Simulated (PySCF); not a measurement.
Core-level binding energies of GePh2H2

Species: GePh2H2, C₁₂H₁₂Ge.
Bonds: Ge1–C2, Ge1–C13, C2–C3, C2–C7, C3–C4, C4–C5, C5–C6, C6–C7, C13–C14, C13–C18, C14–C15, C15–C16, C16–C17, C17–C18. Hydrogens: H24, H25 on Ge1; H8 on C3; H9 on C4; H10 on C5; H11 on C6; H12 on C7; H19 on C14; H20 on C15; H21 on C16; H22 on C17; H23 on C18.

Computed, not measured: delta-SCF UKS SCAN, pcX-2 on the ionised atom, pcseg-1 elsewhere, spin-free X2C (PySCF). These are vertical core ionisation energies against the vacuum level, from separate self-consistent calculations with and without the core hole.

Question: List the computed XPS lines with their assignment.

Answer: 
```tsv
atom(s)	environment	level	binding energy (eV)	above the level's lowest (eV)	count
C2/C13	carbon bonded to 2 C and Ge	C 1s	289.68	0.00	2
C3/C7/C14/C18	carbon bonded to 2 C and H	C 1s	290.02	+0.34	4
C4/C6/C15/C17	carbon bonded to 2 C and H	C 1s	290.08	+0.40	4
C5/C16	carbon bonded to 2 C and H	C 1s	290.06	+0.38	2
```

The listed C 1s values span 0.40 eV, from C2/C13 (bonded to 2 C and Ge) to C4/C6/C15/C17 (bonded to 2 C and H). The widest gap between neighbouring values is 0.34 eV, between 289.68 and 290.02 eV. The values 290.02, 290.06 and 290.08 eV lie too close for their order to be trusted.

Question: Give the binding energy of C 1s of C5/C16 in hartree and in kJ/mol.

Answer: 290.06 eV = 10.6595 Eh = 27987 kJ/mol.

One atom of each set of topologically equivalent atoms was ionised and stands for the set; in this conformer not all members are related by symmetry, and their own values weren't computed. The unrestricted hole states depart most from a pure doublet (⟨S²⟩ = 0.75; over 0.85 named) for C 1s of C2/C13 (0.85), which makes this value less certain. No level of germanium is listed. Isolated species at its PBE0-D3(BJ)/def2-SVP geometry (one conformer only).

Hardware: an AMD EPYC 7R43 with 2 threads, shared host with 256 logical CPUs at a one-minute load of 67. Cost: 1.7 min wall, 4.4 min CPU, 1.7 GiB resident at most.
